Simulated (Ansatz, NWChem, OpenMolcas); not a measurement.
# How methods differ on InSiH3ClO (SMILES [SiH3][O][In][Cl])

InSiH3ClO has 7 atoms, charge 0, and is taken as a doublet. SMILES: `[SiH3][O][In][Cl]`. Geometry: relaxed at PBE0-D4/def2-TZVP. This is one conformer, not always the lowest.

Each level gives the vertical ionisation energy (to the singlet cation) (eV). The values are calculated.

| level | kind | program | value (eV) | less CCSD(T)/def2-SVP | CPU time (all runs) |
| --- | --- | --- | --- | --- | --- |
| UHF/def2-SVP (core potential) | Hartree–Fock | NWChem | 8.88 | +0.31 | 56 s |
| USVWN5/def2-SVP (core potential) | LDA | OpenMolcas | 8.81 | +0.24 | 91 s |
| UPBE/def2-SVP (core potential) | GGA | Ansatz | 8.65 | +0.08 | 22 s |
| UM06-L/def2-SVP (core potential) | meta-GGA | OpenMolcas | 8.68 | +0.11 | 2.5 min |
| UPBE0/def2-SVP (core potential) | global hybrid | OpenMolcas | 8.98 | +0.41 | 95 s |
| U-wB97X/def2-SVP (core potential) | range-separated hybrid | Ansatz | 9.07 | +0.50 | 1.8 min |
| UPBE-QIDH/def2-SVP (core potential) | double hybrid | Ansatz | 9.00 | +0.43 | 32 s |
| RPA@PBE/def2-SVP (core potential) | RPA | Ansatz | 8.60 | +0.03 | 37 s |
| UCCSD(T)/def2-SVP (core potential) | coupled cluster or CI | Ansatz | 8.57 | 0.00 | 2.4 min |

Differences are taken from UCCSD(T)/def2-SVP (core potential) for orientation; it has basis-set and higher-order errors of its own. Spin-orbit coupling is left out. The values span 8.57 to 9.07 eV. In the correlated wave-function rows the outer d shell of In is correlated, in sets not made for it. Times are those of the runs behind each value, whatever else they computed, on shared processors of several kinds: orders of magnitude only.
